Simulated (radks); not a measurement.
Values are calculated unless marked as measured or tabulated.
Spherical quantum dot in the effective-mass picture: electrons in a well V = -V0 / (1 + exp((r - R)/a)) with V0 = 17.5, R = 2.3, a = 0.24, all in effective atomic units (hartree* = m*/eps^2 hartree, bohr* = eps/m* bohr), one dielectric constant everywhere. Level of theory: non-relativistic Kohn-Sham, LDA (Slater exchange, Perdew-Wang correlation), spin-polarised, spherical densities (a radial shooting solver with Libxc functionals). Levels are named by radial order and angular momentum (1s, 1p, 1d, 2s, ...), and open shells are averaged over m. Results are scaled to m* = 0.257 and eps = 9.7, for which hartree* = 74.33 meV and bohr* = 1.997 nm.

N = 6, configuration 1s2 1p(up 3, down 1). This is the lowest configuration that the search found. Occupied and some empty levels:

| level | occupation | eigenvalue (meV) | <r> (nm) |
|---|---|---|---|
| 1s up | 1 | -932.30 | 2.343 |
| 1s down | 1 | -924.65 | 2.340 |
| 1p up | 3 | -862.58 | 2.712 |
| 1p down | 1 | -854.74 | 2.717 |
| 1d up | 0 | -770.45 | 2.976 |
| 1d down | 0 | -762.91 | 2.983 |
| 2s up | 0 | -711.77 | 2.375 |
| 2s down | 0 | -706.29 | 2.377 |
| 1f up | 0 | -660.49 | 3.188 |
| 1f down | 0 | -653.43 | 3.195 |

Energy (meV): total -6155.04, kinetic 625.20, external -7479.1, Hartree 926.33, exchange-correlation -227.42.

Electron density:

| r (nm) | n(r) (e/nm^3) |
|---|---|
| 0.108 | 0.02572 |
| 0.380 | 0.02719 |
| 0.652 | 0.03009 |
| 0.924 | 0.03395 |
| 1.20 | 0.03810 |
| 1.47 | 0.04171 |
| 1.74 | 0.04392 |
| 2.01 | 0.04397 |
| 2.28 | 0.04140 |
| 2.55 | 0.03627 |
| 2.83 | 0.02919 |
| 3.10 | 0.02128 |
| 3.37 | 0.01383 |
| 3.64 | 0.007877 |
| 3.91 | 0.003874 |
| 4.19 | 0.001617 |
| 4.46 | 0.0005801 |
| 4.73 | 0.0001803 |
| 5.00 | 0.00004974 |
| 5.27 | 0.00001261 |
